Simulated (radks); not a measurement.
Results of a calculation; reference values are marked as such.
Cl, configuration [Ne] 3s2 3p5.

Code: a radial shooting solver on a logarithmic mesh with Libxc functionals. Model: non-relativistic Kohn-Sham, r2SCAN, spin-polarised, spherical densities, point nucleus; open shells are filled with parallel spins first; meta-GGA in the generalised Kohn-Sham scheme.

Energy parts (eV):
| part | energy |
|---|---|
| total | -12520.468 |
| kinetic | 12505.457 |
| electron-nucleus | -29784.619 |
| Hartree | 5524.474 |
| exchange-correlation | -765.780 |

Orbitals (lengths in bohr, moments of r in powers of bohr; <r^-3> diverges for s and p1/2; r(90%) holds 90 % of the orbital's charge):
orbital  occ.  eigenvalue (eV)  <r^-3>  r(90%)      <r^4>   <1/r>
1s up       1        -2754.928       -   0.163  0.0003259   16.55
1s down     1        -2754.697       -   0.163  0.0003258   16.55
2s up       1        -256.2024       -   0.694    0.09945   3.301
2s down     1        -256.0890       -   0.694    0.09924   3.299
2p up       3        -194.7251   101.1   0.674    0.09093   3.201
2p down     3        -194.4781   101.0   0.675    0.09069   3.199
3s up       1         -22.0326       -    2.35      13.09  0.8896
3s down     1         -20.7404       -    2.37      13.69  0.8843
3p up       3          -9.4653   7.387    2.87      30.00  0.7474
3p down     2          -8.3022   7.180    2.95      33.80  0.7360

The highest occupied level is 3p down at -8.302 eV. Spin moment in Bohr magnetons: 1. The spin density at the nucleus is 0.1250 e/bohr^3 (1s -0.1558, 2s 0.1588, 3s 0.1220), a Fermi contact field of 6.56 T. Summed over all electrons, <r^2> = 27.55 bohr^2, which gives a Langevin (diamagnetic) susceptibility term of -21.8 x 10^-6 cm^3/mol. The electron density at the nucleus is 3221 e/bohr^3. The density falls to 0.001 e/bohr^3 at r = 3.88 bohr.
